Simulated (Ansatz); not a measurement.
Start from `O[SiH](O)F` and change one atom or group to get `O[SiH](F)[SiH3]`.

Ansatz, PBE0-D4/def2-TZVP geometries, multiplicity 1. Each molecule was computed in one conformer, which needn't be the lowest.

```tsv
property	`O[SiH](O)F`
size of the dipole moment (ωB97M-V/def2-TZVPP) / D	1.54
LUMO energy (ωB97M-V/def2-TZVPP) / eV	2.15
LUMO energy (B3LYP/def2-TZVPP) / eV	0.29
LUMO energy (PBE0/def2-TZVPP) / eV	0.70
HOMO energy (PBE0/def2-TZVPP) / eV	-9.62
HOMO–LUMO gap (PBE/def2-TZVPP) / eV	7.75
```

Q: What does the change do to each property? (Best estimate.)

A: The calculation gave: 
```csv
property,`O[SiH](F)[SiH3]`,shift
size of the dipole moment (ωB97M-V/def2-TZVPP) / D,1.44,-0.10
LUMO energy (ωB97M-V/def2-TZVPP) / eV,1.43,-0.72
LUMO energy (B3LYP/def2-TZVPP) / eV,-0.47,-0.76
LUMO energy (PBE0/def2-TZVPP) / eV,-0.25,-0.95
HOMO energy (PBE0/def2-TZVPP) / eV,-8.30,1.32
HOMO–LUMO gap (PBE/def2-TZVPP) / eV,5.96,-1.79
```

With PBE0 the HOMO rises by 1.32 eV and the LUMO falls by 0.95 eV, so the gap narrows by about 2.27 eV. PBE moves the HOMO by 0.89 eV and ωB97M-V by 1.65 eV. The zero-point energy changes by 27.2 kJ/mol with +6 modes. Dipoles are sizes alone; their direction can turn.

B3LYP here is the variant with VWN-RPA as its local correlation; programs differ in this.
